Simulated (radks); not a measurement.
Values are calculated unless marked as measured or tabulated.
Question: Species: neutral calcium. Configuration: [Ar] 4s2. Level of theory: scalar-relativistic Kohn-Sham, PBE, spin-polarised, spherical densities, finite nucleus; Fermi nuclear charge, rms radius 3.4776 fm (a radial shooting solver on a logarithmic mesh with Libxc functionals). Some entries of the table are withheld. Estimate them.

orbital  occ.  eigenvalue (eV)  <1/r> (bohr^-1)
1s          2        -3949.397              (1)
2s          2        -414.3698            4.046
2p          6        -334.7386            3.949
3s          2         -47.0917            1.209
3p          6         -28.0081              (2)
4s          2          -3.7664           0.3206
3d          0          -1.9466           0.6221
4p          0          -1.4026           0.2364

Answer: 
(1) 1s <1/r> (bohr^-1): 19.74
(2) 3p <1/r> (bohr^-1): 1.077
